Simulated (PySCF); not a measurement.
C4H6OS, SMILES O=C1CC[C@@H]1S. Atoms are numbered in the order given.

```xyz
12

O      0.0036    -1.9600     0.6674
C     -0.5300    -0.9325     0.3334
C     -1.8016    -0.5895    -0.4634
C     -1.1389     0.7703    -0.8193
C     -0.0760     0.5483     0.3038
S      1.6788     0.9543     0.1042
H     -2.0589    -1.2910    -1.2818
H     -2.6814    -0.4914     0.2065
H     -0.6657     0.7571    -1.8197
H     -1.7617     1.6788    -0.7238
H     -0.3923     1.0419     1.2483
H      1.9491    -0.0631    -0.7631
```

Coordinates come from a PBE-D3(BJ)/def2-SVP optimisation. The structure was generated by enumeration; whether it is a known compound was not checked. One conformer was computed; it need not be the lowest.

All values below come from PBE/def2-TZVP (PySCF).

The molecule is in vacuum.

| Item | Result |
|---|---|
| total energy | -629.06720 hartree |
| highest occupied level | -5.72 eV |
| lowest empty level | -2.22 eV |
| orbital gap | 3.51 eV |
| dipole moment | 2.97 D |
| quadrupole, principal values (traceless, Buckingham form, about the centre of nuclear charge) | -9.97, 1.22, 8.74 D·Å |
| mean static polarisability | 69.2 bohr³ (10.26 Å³) |
| polarisability, principal values | 55.0, 67.6, 85.2 bohr³ |
